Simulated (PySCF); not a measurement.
# Correlation energy of F²⁺ (fluorine, charge +2)

[He] 2s2 2p3, high-spin 4S determinant. Computed with PySCF 2.14 in def2-TZVP, with the non-relativistic Hamiltonian (point nucleus). Frozen: 1s2; 5 electrons correlated.

MP2 pair energies summed by pair of shells (mhartree):

```csv
pair,energy,share (%)
2s-2p,-64.60,66.6
2p-2p,-23.02,23.7
2s-2s,-9.43,9.7
```

Total MP2 correlation energy: -97.06 mhartree.

Same-spin part -27.96 and opposite-spin part -69.10 mhartree; SCS-MP2 scales them by 1/3 and 6/5 to -92.23 mhartree.

```
  level  correlation energy (mhartree)
   CCSD                        -111.34
    (T)                          -1.13
CCSD(T)                        -112.47
```

Diagnostics: T1 = 0.0028, D1 = 0.0061, largest double amplitude 0.032.

Q: Is a single reference adequate?

A: Yes: T1 lies below 0.03 and no double amplitude reaches 0.07.
